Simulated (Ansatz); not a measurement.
System: PbH3 (charge -1, singlet). Whether it binds its extra electron was not tested at this geometry. 
Coordinates optimised at B3LYP-D3(BJ)/def2-TZVP (Ansatz, an electronic-structure program):
```xyz
4

Pb     0.0223     0.0212     0.0211
H      0.6461    -1.2590    -1.2246
H     -1.2255     0.7106    -1.2229
H     -1.2526    -1.1909     0.7177
```
Charge -1, spin multiplicity 1.

Basis-set convergence of Hartree-Fock and CCSD correlation energies (hartree) with Ansatz. Valence correlation only, unless marked. Spin-orbit coupling is left out. The frozen core is the preceding noble-gas configuration, with the filled d and f shells of earlier blocks. Past Kr the def2 sets carry scalar-relativistic core potentials. This anion needs diffuse functions, which these sets lack.

```
basis       functions       E(HF)  E(corr, CCSD)
----------  ---------  ----------  -------------
def2-SVP           41  -193.52697       -0.12559
def2-TZVPP         92  -193.53972       -0.15301
def2-QZVPP        172         ___            ___
```

Problem. What belongs in the gaps?

Solution. 
- def2-QZVPP, E(HF): -193.54203
- def2-QZVPP, E(corr, CCSD): -0.16013
